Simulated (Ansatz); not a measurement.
Two isomers of BH7O2Si2: A = `OB([SiH3])O[SiH3]`, B = `BO[SiH2][SiH2]O`.

Program: Ansatz. Geometries: PBE0-D4/def2-TZVP. ΔE: electronic, gas phase. CCSD(T)/CBS adds triple-zeta CCSD(T) − MP2 to the extrapolated MP2 energy (def2 sets, frozen cores). DFT in def2-TZVPP. B3LYP here is the variant with VWN-RPA as its local correlation; programs differ in this. One conformer a species, not always the lowest.

A:

```xyz
12

O     1.2244    1.4411   -1.4707
B     0.5139    0.6450   -0.6327
Si   -1.1190    1.4547    0.2828
O     0.9279   -0.6435   -0.4500
Si    0.3910   -1.9234    0.4431
H     1.9771    0.9788   -1.8587
H    -0.9735    1.3939    1.7651
H    -2.3497    0.6893   -0.0666
H    -1.3174    2.8731   -0.1138
H     1.4724   -2.3305    1.3716
H     0.0742   -3.0375   -0.4818
H    -0.8213   -1.5410    1.2117
```

B:

```xyz
12

B     2.339    0.776    0.559
O     1.482   -0.262    0.552
Si    0.449   -0.838   -0.618
Si   -1.760   -0.410    0.033
O    -1.892    1.234    0.147
H     2.937    1.005    1.573
H     2.492    1.439   -0.434
H     0.677   -2.303   -0.729
H     0.765   -0.199   -1.925
H    -2.075   -1.070    1.333
H    -2.702   -0.971   -0.981
H    -2.710    1.599    0.488
```

(1) Which isomer does CCSD(T)/CBS put lower? Give the gap. (Estimate.)

(2) Give E(B) − E(A) in kcal/mol with ωB97M-V, PBE0-D4, B2PLYP, r2SCAN-D4, B3LYP-D4, CCSD(T)/def2-TZVPP, B3LYP. (Estimate.)

Largest T1 diagnostic: 0.014.

Results:

(1) The calculation gave: A, by 11.9 kcal/mol.

(2) Computed: ωB97M-V 13.1, PBE0-D4 13.1, B2PLYP 12.0, r2SCAN-D4 13.3, B3LYP-D4 12.3, CCSD(T)/def2-TZVPP 13.0, B3LYP 11.9. None reverses the order clearly.

In def2-TZVPP, CCSD(T) changes the Hartree–Fock value by +2.8 kcal/mol (the triples alone add +0.5 kcal/mol) and MP2 by +2.0 kcal/mol.
